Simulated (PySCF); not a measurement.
Radiative rates from a computed spectrum

(H2Ga-mu-SeH)2.
Structure used (PBE0-D3(BJ)/def2-SVP), in Å, numbered top down from 1:
```
atom  x, y, z in Å
Ga1    0.6124    0.0820   -1.5907
H2     1.8860   -0.7568   -1.9320
H3    -0.2347    1.0236   -2.5045
Se4    1.0839    1.4522    0.4793
Ga5   -1.0556    0.3597    1.2743
H6    -0.7925   -0.3043    2.6631
H7    -2.1846    1.3502    0.8441
Se8   -1.0840   -1.4474   -0.4942
H9     1.9670    0.4466    1.0911
H10   -0.0732   -2.2826    0.1739
```

The calculation used TDDFT wB97X-D/def2-SVPD, vertical, gas phase, core orbitals frozen in the response (PySCF). The wB97X-D/def2-SVPD calculation is non-relativistic and has no spin–orbit coupling, an omission that weighs most on gallium and selenium.

Computed singlets with f of 0.002 or more:

| state | λ (nm) | f |
| --- | --- | --- |
| S1 | 201.7 | 0.0025 |
| S2 | 200.7 | 0.0021 |
| S8 | 182.8 | 0.0035 |
| S9 | 177.8 | 0.168 |
| S10 | 177.6 | 0.189 |
| S13 | 168.3 | 0.0066 |
| S14 | 167.7 | 0.116 |
| S15 | 166.9 | 0.021 |

Give A, τ, |μ| and ∫σ dE for each state.

A / s⁻¹ = 0.6670 f (ν̃ / cm⁻¹)² and τ = 1/A in vacuum; |μ| follows from f = (2/3) ΔE |μ|² (atomic units, 1 au = 2.5417 D); ∫σ dE = 109.76 f Mb·eV.

```tsv
state	A (s⁻¹)	τ	|μ| (D)	∫σ dE (Mb·eV)
S1	4.1×10⁶	240 ns	0.33	0.27
S2	3.5×10⁶	280 ns	0.30	0.23
S8	7.0×10⁶	140 ns	0.37	0.38
S9	3.5×10⁸	2.8 ns	2.52	18
S10	4.0×10⁸	2.5 ns	2.67	21
S13	1.6×10⁷	64 ns	0.49	0.73
S14	2.8×10⁸	3.6 ns	2.04	13
S15	5.0×10⁷	20 ns	0.86	2.3
```

Leading configurations: S1 H-1→L+1 (83%); S2 H→L+1 (80%); S8 H-1→L+5 (68%); S9 H-1→L+3 (53%); S10 H→L+3 (62%); S13 H-3→L+2 (37%); S14 H-3→L (36%); S15 H-5→L (30%) (H = HOMO, L = LUMO).

The rates are for emission to S0 at the absorption energy, with no other channel.

What is the integrated cross-section of all computed states together?

Σf = 0.511 over S1 to S15, so 109.76 × Σf ≈ 56.1 Mb·eV.

By what factor does the largest A in the list exceed the smallest?

S10 has 110 times the rate of S2.

How much energy does a mole of photons resonant with S10 carry?

6.979 eV × 96.485 = 673 kJ/mol (161 kcal/mol).

The vertical ionisation energy (ΔSCF) is 9.64 eV, 2.21 eV above S15.

The run took 3.6 min wall (with the writing of density and orbital grids) on Arm Neoverse V1, one thread, shared host with 32 logical CPUs at a one-minute load of 16, and the process peaked at 1.1 GiB of memory.

One conformer stands for the species.
